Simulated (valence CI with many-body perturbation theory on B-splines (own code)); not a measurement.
The numbers below are computed, except where a source is named.
# From CI to CI+MBPT in Er XX

Level of theory: valence CI with perturbative core correlation (CI+MBPT): three valence electrons over a frozen Dirac-Fock core [Kr] 4d10, radial functions for each j: 8 s, 8 p, 9 d, 9 f, 6 g, 3 h, 2 i, with the one-electron correlation potential Σ1 (screened to all orders), the two-electron term Σ2, the three-electron term Σ3, Breit, model QED; selected single and double excitations, second order for the rest, scaled by the run's own slope (own B-spline code, finite nucleus).

No measured levels were compared; by estimate terms of the open shell hold to a few per cent of their energy, and close levels can change places. Core correlation moves these levels by up to 42000 cm⁻¹, and in measured spectra 5 to 20 % of such shifts remained as error; rates that hang on mixing are uncertain with them.

Each rung adds one term. CI alone is the Dirac-Coulomb CI over the frozen core; QED comes last and gives the full result, which names the levels. Energies are above 4f3 4I°_9/2 on the same rung, in eV.

Names give the largest LS component (configuration and term), which can be under half, so a name can repeat, a term be missing and a line seem to break the LS rules; names also repeat where a configuration has a term twice. Letters in brackets count levels of one name in rising energy.

| Level | CI alone |
| --- | --- |
| 4f3 4I°_11/2 | 1.137 |
| 4f3 4I°_13/2 | 2.238 |
| 4f3 4I°_15/2 | 3.293 |
| 4f3 4F°_3/2 | 3.530 |
| 4f3 2H°_9/2 [a] | 3.805 |
| 4f3 4F°_5/2 | 4.261 |
| 4f3 4S°_3/2 | 4.523 |
| 4f3 4F°_7/2 | 4.668 |
| 4f3 4G°_5/2 | 5.396 |
| 4f3 4F°_9/2 | 5.435 |
| 4f3 4G°_7/2 | 5.668 |
| 4f3 2H°_11/2 [a] | 5.607 |
| 4f3 2K°_13/2 | 6.156 |
| 4f3 2G°_7/2 [a] | 6.522 |
| 4f3 2D°_3/2 [a] | 6.707 |
| 4f3 4G°_9/2 | 6.883 |

(1) What do these energies become with core correlation, Breit and QED?

(2) How does the ionisation energy move along the ladder, and which term matters most?

Results:

(1) 4f3 4I°_11/2 1.163 (+0.0260); 4f3 4I°_13/2 2.263 (+0.0249); 4f3 4I°_15/2 3.298 (+0.0052); 4f3 4F°_3/2 3.365 (-0.1658); 4f3 2H°_9/2 [a] 3.743 (-0.0615); 4f3 4F°_5/2 4.114 (-0.1465); 4f3 4S°_3/2 4.506 (-0.0161); 4f3 4F°_7/2 4.532 (-0.1365); 4f3 4G°_5/2 5.157 (-0.2389); 4f3 4F°_9/2 5.335 (-0.0997); 4f3 4G°_7/2 5.524 (-0.1447); 4f3 2H°_11/2 [a] 5.580 (-0.0266); 4f3 2K°_13/2 5.993 (-0.1632); 4f3 2G°_7/2 [a] 6.401 (-0.1210); 4f3 2D°_3/2 [a] 6.629 (-0.0771); 4f3 4G°_9/2 6.690 (-0.1936).

(2) CI alone 472.84, + Σ1 476.16, + Σ2 481.36, + Σ3 481.38, + Breit 481.42, + QED 481.45 eV. The largest step is Σ2, 5.19 eV. NIST lists 486 ± 25 eV (theoretical).
